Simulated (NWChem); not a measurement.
System meant: CH$_{6}$BNO$_{2}$; SMILES CNB(O)O

The following NWChem deck was run.

```
start job
memory heap 200 mb stack 900 mb global 1100 mb
geometry units angstroms noautoz
  B      0.006380    -0.551028     0.000000
  N      0.655135     0.707775     0.000000
  C     -0.014098     1.981947     0.000000
  H      1.665017     0.756697     0.000000
  H      0.229620     2.588300    -0.891180
  H      0.229620     2.588300     0.891180
  H     -1.099259     1.814578     0.000000
  O     -1.363275    -0.592301     0.000000
  H     -1.672822    -1.502315     0.000000
  O      0.683214    -1.751234     0.000000
  H      1.638596    -1.661447     0.000000
end
basis spherical
  B library def2-svp
  N library def2-svp
  C library def2-svp
  H library def2-svp
  O library def2-svp
end
dft
  xc pbe0
  iterations 4
  mulliken
end
task dft energy
```

End of the output:

```
    Atom       Charge   Shell Charges
 -----------   ------   -------------------------------------------------------
    1 B    5     5.27   1.96  0.47  0.19  1.48  0.65  0.53
    2 N    7     7.04   1.97  0.68  0.39  2.29  1.67  0.04
    3 C    6     5.99   1.96  0.57  0.30  1.87  1.19  0.10
    4 H    1     0.93   0.60  0.20  0.13
    5 H    1     0.98   0.65  0.27  0.06
    6 H    1     0.98   0.65  0.27  0.06
    7 H    1     0.96   0.64  0.26  0.07
    8 O    8     8.02   1.97  0.84  0.56  2.72  1.91  0.02
    9 H    1     0.90   0.55  0.16  0.18
   10 O    8     8.03   1.97  0.84  0.56  2.71  1.92  0.02
   11 H    1     0.91   0.56  0.16  0.18

 center of mass
 --------------
 x =  -0.02405408 y =  -0.12842697 z =   0.00000000

 moments of inertia (a.u.)
 ------------------
         485.132261766903           0.000000000000           0.000000000000
           0.000000000000         194.417246331487           0.000000000000
           0.000000000000           0.000000000000         668.116154029497

     Multipole analysis of the density
     ---------------------------------

     L   x y z        total         alpha         beta         nuclear
     -   - - -        -----         -----         ----         -------
     0   0 0 0     -0.000000    -20.000000    -20.000000     40.000000

     1   1 0 0      0.768648      0.384324      0.384324      0.000000
     1   0 1 0      0.089502      0.044751      0.044751      0.000000
     1   0 0 1      0.000000      0.000000      0.000000      0.000000

     2   2 0 0    -18.025760    -64.680608    -64.680608    111.335456
     2   1 1 0      1.030603      0.260350      0.260350      0.509903
     2   1 0 1      0.000000      0.000000      0.000000      0.000000
     2   0 2 0    -21.247488   -150.281016   -150.281016    279.314544
     2   0 1 1     -0.000000     -0.000000     -0.000000      0.000000
     2   0 0 2    -22.987552    -14.329922    -14.329922      5.672291

 ------------------------------------------------------------------------
 dft energy failed                                                                                  0
 ------------------------------------------------------------------------
 ------------------------------------------------------------------------
  current input line :
    28: task dft energy
 ------------------------------------------------------------------------
 ------------------------------------------------------------------------
 This type of error is most commonly associated with calculations not reaching convergence criteria
 ------------------------------------------------------------------------
 For more information see the NWChem manual at https://nwchemgit.github.io

0:dft energy failed:Received an Error in Communication
```

### Question
Can this run be used? If not, why, and what is the fix?

### Answer
The run did not converge; its last values are not results. Cause: the SCF was allowed too few iterations. This input runs:
```
start job
memory heap 200 mb stack 900 mb global 1100 mb
geometry units angstroms noautoz
  B      0.006380    -0.551028     0.000000
  N      0.655135     0.707775     0.000000
  C     -0.014098     1.981947     0.000000
  H      1.665017     0.756697     0.000000
  H      0.229620     2.588300    -0.891180
  H      0.229620     2.588300     0.891180
  H     -1.099259     1.814578     0.000000
  O     -1.363275    -0.592301     0.000000
  H     -1.672822    -1.502315     0.000000
  O      0.683214    -1.751234     0.000000
  H      1.638596    -1.661447     0.000000
end
basis spherical
  * library def2-svp
end
dft
  xc pbe0
  iterations 150
  mulliken
end
task dft energy
```
It converges to -271.40404 Ha (PBE0/def2-SVP).
